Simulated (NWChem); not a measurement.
System: C4H2N2; SMILES C#C/C=N/C#N

Here is an NWChem input.

```
start job
memory heap 200 mb stack 900 mb global 1100 mb
geometry units angstroms noautosym nocenter noautoz
  C      0.219218     2.965017     0.000000
  C     -0.041255     1.780167     0.000000
  C     -0.424310     0.411603     0.000000
  N      0.447673    -0.531255     0.000000
  C      0.068958    -1.803999     0.000000
  N     -0.156798    -2.946474     0.000000
  H      0.468780     4.011612     0.000000
  H     -1.509395     0.208366     0.000000
end
basis spherical
  * library 6-31g*
end
dft
  xc xpbe96 cpbe96
  iterations 150
end
cosmo
  dielec 78.4
end
task dft energy
```

Parts of the log:

```
             Northwest Computational Chemistry Package (NWChem) 7.3.0
             --------------------------------------------------------

                             Geometry "geometry" -> ""
                             -------------------------

 Output coordinates in angstroms (scale by  1.889725989 to convert to a.u.)

  No.       Tag          Charge          X              Y              Z
 ---- ---------------- ---------- -------------- -------------- --------------
    1 C                    6.0000     0.21921800     2.96501700     0.00000000
    2 C                    6.0000    -0.04125500     1.78016700     0.00000000
    3 C                    6.0000    -0.42431000     0.41160300     0.00000000
    4 N                    7.0000     0.44767300    -0.53125500     0.00000000
    5 C                    6.0000     0.06895800    -1.80399900     0.00000000
    6 N                    7.0000    -0.15679800    -2.94647400     0.00000000
    7 H                    1.0000     0.46878000     4.01161200     0.00000000
    8 H                    1.0000    -1.50939500     0.20836600     0.00000000

 Effective nuclear repulsion energy (a.u.)     165.0117731479

  pbe96 is a nonlocal functional; adding pw91lda local functional.

                                 NWChem DFT Module
                                 -----------------

 Summary of "ao basis" -> "ao basis" (spherical)
 ------------------------------------------------------------------------------
       Tag                 Description            Shells   Functions and Types
 ---------------- ------------------------------  ------  ---------------------
 C                           6-31g*                  6       14   3s2p1d
 N                           6-31g*                  6       14   3s2p1d
 H                           6-31g*                  2        2   2s

 in cosmo_initialize ...

 solvent parameters
 solvname_short: unkn
 solvname_long:  unknown
 dielec:       78.4000

          ---------------
          -cosmo- solvent
          ---------------
 Cosmo: York-Karplus, doi: 10.1021/jp992097l
 dielectric constant -eps-     =  78.40
 screen = (eps-1)/(eps    )    =   0.98724
 surface charge correction     = lagrangian

   van der Waals surface
 --------------------------

 ---------- ATOMIC COORDINATES (A.U.) ------------ VDWR(ANG.) --
     1    0.41426195    5.60306968    0.00000000     2.000
     2   -0.07796065    3.36402784    0.00000000     2.000
     3   -0.80182963    0.77781689    0.00000000     2.000
     4    0.84597930   -1.00392638    0.00000000     1.830
     5    0.13031172   -3.40906379    0.00000000     2.000
     6   -0.29630526   -5.56802849    0.00000000     1.830
     7    0.88586575    7.58084745    0.00000000     1.300
     8   -2.85234296    0.39375465    0.00000000     1.300
 number of segments per atom =         32
 number of   points per atom =         32
 atom (   nspa,  nppa )
 ----------------------
    1 (     24,     0 )       0
    2 (     18,     0 )       0
    3 (     16,     0 )       0
    4 (     16,     0 )       0
    5 (     18,     0 )       0
    6 (     22,     0 )       0
    7 (     14,     0 )       0
    8 (     16,     0 )       0
 number of -cosmo- surface points =      144
 molecular surface =    127.919 angstrom**2
 molecular volume  =    104.113 angstrom**3
 G(cav/disp)       =      1.500 kcal/mol
 -lineq- algorithm             =   0
 -bem- low  level              =   2
 -bem- from -octahedral-
 gaussian surface charge width =   4.50000
 degree of switching           =   1.00000
 switching function tolerance  =   0.00010
 atomic radii =
 --------------
    1  6.000  2.000
    2  6.000  2.000
    3  6.000  2.000
    4  7.000  1.830
    5  6.000  2.000
    6  7.000  1.830
    7  1.000  1.300
    8  1.000  1.300
 ...... end of -cosmo- initialization ......

            General Information
            -------------------
          SCF calculation type: DFT
          Wavefunction type:  closed shell.
          No. of atoms     :     8
          No. of electrons :    40
           Alpha electrons :    20
            Beta electrons :    20
          Charge           :     0
          Spin multiplicity:     1
          Use of symmetry is: off; symmetry adaption is: off
          Maximum number of iterations: 150
          AO basis - number of functions:    88
                     number of shells:    40
          Convergence on energy requested:  1.00D-06
          Convergence on density requested:  1.00D-05
          Convergence on gradient requested:  5.00D-04

              XC Information
              --------------
          PerdewBurkeErnzerhof Exchange Functional  1.000
            Perdew 1991 LDA Correlation Functional  1.000 local
           PerdewBurkeErnz. Correlation Functional  1.000 non-local

[...]

                                   COSMO solvation results
                                   -----------------------

                 gas phase energy =      -262.685209538597
                 sol phase energy =      -262.697751727382
 (electrostatic) solvation energy =         0.012542188786 (    7.87 kcal/mol)

                       DFT Final Molecular Orbital Analysis
                       ------------------------------------

 Vector   18  Occ=2.000000D+00  E=-2.743300D-01
              MO Center=  8.6D-02,  2.1D+00,  5.8D-11, r^2= 2.2D+00
   Bfn.  Coefficient  Atom+Function         Bfn.  Coefficient  Atom+Function
  ----- ------------  ---------------      ----- ------------  ---------------
     3      0.409695  1 C  px                17      0.402217  2 C  px
     7      0.237079  1 C  px                21      0.192158  2 C  px
    48     -0.157582  4 N  s                 22     -0.138385  2 C  py
    18     -0.099690  2 C  py                 8     -0.097863  1 C  py
     4     -0.089435  1 C  py                36     -0.089699  3 C  py

 Vector   19  Occ=2.000000D+00  E=-2.605967D-01
              MO Center=  8.1D-02,  3.4D-01,  2.8D-09, r^2= 6.2D+00
   Bfn.  Coefficient  Atom+Function         Bfn.  Coefficient  Atom+Function
  ----- ------------  ---------------      ----- ------------  ---------------
     5      0.330014  1 C  pz                75      0.308820  6 N  pz
    47     -0.285847  4 N  pz                19      0.276294  2 C  pz
    51     -0.205708  4 N  pz                79      0.206189  6 N  pz
     9      0.204082  1 C  pz                23      0.155841  2 C  pz
    61      0.150677  5 C  pz                33     -0.143353  3 C  pz

 Vector   20  Occ=2.000000D+00  E=-2.549155D-01
              MO Center=  2.1D-01, -1.2D+00, -1.6D-10, r^2= 3.0D+00
   Bfn.  Coefficient  Atom+Function         Bfn.  Coefficient  Atom+Function
  ----- ------------  ---------------      ----- ------------  ---------------
    45      0.420495  4 N  px                73     -0.341925  6 N  px
    49      0.309461  4 N  px                77     -0.230155  6 N  px
    48      0.210238  4 N  s                 88      0.176399  8 H  s
    59     -0.174044  5 C  px                31     -0.149671  3 C  px
    44      0.122748  4 N  s                 87      0.123340  8 H  s

 Vector   21  Occ=0.000000D+00  E=-1.304143D-01
              MO Center= -4.5D-02,  3.6D-01, -8.8D-10, r^2= 4.6D+00
   Bfn.  Coefficient  Atom+Function         Bfn.  Coefficient  Atom+Function
  ----- ------------  ---------------      ----- ------------  ---------------
    33      0.416681  3 C  pz                37      0.372333  3 C  pz
    47     -0.323691  4 N  pz                51     -0.312559  4 N  pz
     5     -0.310820  1 C  pz                 9     -0.291235  1 C  pz
    75      0.246030  6 N  pz                79      0.218908  6 N  pz
    61     -0.110811  5 C  pz                23      0.088264  2 C  pz

 Vector   22  Occ=0.000000D+00  E=-1.993715D-02
              MO Center= -4.1D-02,  1.8D+00,  3.6D-10, r^2= 3.4D+00
   Bfn.  Coefficient  Atom+Function         Bfn.  Coefficient  Atom+Function
  ----- ------------  ---------------      ----- ------------  ---------------
     7      0.551935  1 C  px                48      0.413297  4 N  s
     3      0.409480  1 C  px                21     -0.410517  2 C  px
    62     -0.401868  5 C  s                 17     -0.397752  2 C  px
    88     -0.387061  8 H  s                 22      0.333869  2 C  py
    36      0.317238  3 C  py                76      0.217285  6 N  s

 Vector   23  Occ=0.000000D+00  E= 1.133675D-02
              MO Center= -9.2D-02, -1.7D+00, -3.7D-10, r^2= 3.1D+00
   Bfn.  Coefficient  Atom+Function         Bfn.  Coefficient  Atom+Function
  ----- ------------  ---------------      ----- ------------  ---------------
    34      0.631929  3 C  s                 63      0.494660  5 C  px
    59      0.484646  5 C  px                77     -0.482176  6 N  px
    73     -0.418888  6 N  px                88     -0.258256  8 H  s
    22      0.232496  2 C  py                62     -0.216598  5 C  s
    21      0.208273  2 C  px                50     -0.185094  4 N  py

     Multipole analysis of the density
     ---------------------------------

     L   x y z        total         alpha         beta         nuclear
     -   - - -        -----         -----         ----         -------
     0   0 0 0     -0.000000    -20.000000    -20.000000     40.000000

     1   1 0 0     -0.497137     -0.183539     -0.183539     -0.130059
     1   0 1 0      2.709825      1.361902      1.361902     -0.013978
     1   0 0 1     -0.000000     -0.000000     -0.000000      0.000000

     2   2 0 0    -24.097375    -21.833977    -21.833977     19.570579
     2   1 1 0      0.394837     -8.373577     -8.373577     17.141991
     2   1 0 1     -0.000000     -0.000000     -0.000000      0.000000
     2   0 2 0    -26.719476   -319.023081   -319.023081    611.326687
     2   0 1 1     -0.000000     -0.000000     -0.000000      0.000000
     2   0 0 2    -24.550202    -12.275101    -12.275101      0.000000
```

Level: PBE/6-31G* (spherical d), COSMO on the gas-phase geometry. The geometry was optimised at PBE0/def2-SVP. COSMO prints the solvation energy as gas minus solution, so a positive value is a stabilisation.
